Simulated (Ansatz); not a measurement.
BrClH4Si2, SMILES `[SiH3][SiH](Cl)Br`, relaxed with RKS PBE0-D4/def2-TZVP in the Gaussian-basis code of Ansatz from a PBE-D4/def2-SVP geometry. The force threshold is 0.005 eV/Å; the program also tests the step.

Charge 0, multiplicity 1.

Start:

```xyz
8

Si    0.460   -0.873    0.754
Si   -0.237    0.811   -0.723
Cl   -1.251   -0.096   -2.304
Br   -1.614    2.189    0.392
H     1.183   -0.259    1.920
H    -0.767   -1.595    1.233
H     1.372   -1.833    0.040
H     0.854    1.657   -1.312
```

```
step  energy (eV)  largest force (eV/Å)  largest move (Å)
   1  -98374.1787                 0.446             0.000
   2  -98374.2053                 0.116             0.040
   3  -98374.2071                 0.017             0.023
   4  -98374.2073                 0.009             0.007
   5  -98374.2074                 0.004             0.006
   6  -98374.2074                 0.003             0.008
```

End:

```xyz
8

Si    0.456   -0.876    0.754
Si   -0.242    0.797   -0.718
Cl   -1.244   -0.059   -2.293
Br   -1.603    2.174    0.368
H     1.174   -0.249    1.894
H    -0.746   -1.598    1.241
H     1.362   -1.815    0.043
H     0.843    1.627   -1.290
```

Hardware: 4 threads of an Arm Neoverse V2 on a shared host. Wall time 23 s, peak host memory 0.6 GiB.
